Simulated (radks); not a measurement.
The nuclear charge of the gallium ion Ga+ is varied continuously with 30 electrons held in [Ar] 3d10 4s2. Method: scalar-relativistic Kohn-Sham, PBE, spin-polarised, spherical densities, finite nucleus; Fermi nuclear charge, rms radius 3.9973 fm; computed with a radial shooting solver on a logarithmic mesh with Libxc functionals. By the Hellmann-Feynman theorem dE/dZ = E(electron-nucleus)/Z, the electronic potential at the nucleus (averaged over a nucleus of fixed radius). The scalar-relativistic energy here is not variational (the density holds large components alone), so the two differ by a part that grows with Z.

Z,E (hartree),E(electron-nucleus)/Z (hartree),HOMO,e(HOMO) (eV),<r> HOMO (bohr)
30,-1796.00967,-144.261,4s,-5.979,2.655
30.1,-1810.48469,-144.918,4s,-6.884,2.598
30.2,-1825.02558,-145.575,4s,-7.820,2.545
30.3,-1839.63229,-146.231,4s,-8.786,2.496
30.4,-1854.30475,-146.886,4s,-9.781,2.449
30.5,-1869.04293,-147.541,4s,-10.805,2.405
30.6,-1883.84679,-148.196,4s,-11.857,2.364
30.7,-1898.71627,-148.850,4s,-12.936,2.324
30.8,-1913.65135,-149.504,4s,-14.042,2.287
30.9,-1928.65199,-150.157,4s,-15.174,2.251
31,-1943.71818,-150.810,4s,-16.332,2.217
31.1,-1958.84987,-151.463,4s,-17.515,2.184
31.2,-1974.04704,-152.116,4s,-18.723,2.153
31.3,-1989.30969,-152.768,4s,-19.956,2.123
31.4,-2004.63778,-153.421,4s,-21.213,2.094
31.5,-2020.03130,-154.073,4s,-22.494,2.066
31.6,-2035.49023,-154.725,4s,-23.799,2.040
31.7,-2051.01457,-155.376,4s,-25.127,2.014
31.8,-2066.60430,-156.028,4s,-26.478,1.989
31.9,-2082.25941,-156.680,4s,-27.853,1.965
32,-2097.97990,-157.331,4s,-29.250,1.941

The central difference of E at Z = 31 is -150.989 hartree, to compare with the third column; the second derivative is -6.55 hartree.
